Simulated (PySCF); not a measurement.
CH₄FGaO, SMILES C[O][GaH][F]. Atoms are numbered in the order given.

```xyz
8

Ga    -0.3186    -0.4416     0.0000
H     -1.8635    -0.5741     0.0000
F      0.7162    -1.8552     0.0000
O      0.6203     1.0655     0.0000
C      0.0834     2.3670     0.0000
H      0.4287     2.9207    -0.8916
H      0.4287     2.9207     0.8916
H     -1.0245     2.3918     0.0000
```

Geometry: B3LYP-D3(BJ)/def2-SVP. The structure was generated by enumeration; whether it is a known compound was not checked. One conformer was computed; it need not be the lowest.

These are PBE/def2-TZVP in PySCF values and carry that method's errors.

Gas-phase values at a fixed geometry.

The total energy comes out as -2140.05279 hartree, the point group comes out as Cs and the highest occupied level is -6.72 eV. The lowest empty level comes out as -1.74 eV and the orbital gap is 4.97 eV. The dipole moment is 2.90 D and the quadrupole, principal values (traceless, Buckingham form, about the centre of nuclear charge) is -4.38, -0.14, 4.53 D·Å. The mean static polarisability comes out as 44.7 bohr³ (6.63 Å³) and the polarisability, principal values is 35.0, 42.7, 56.6 bohr³.
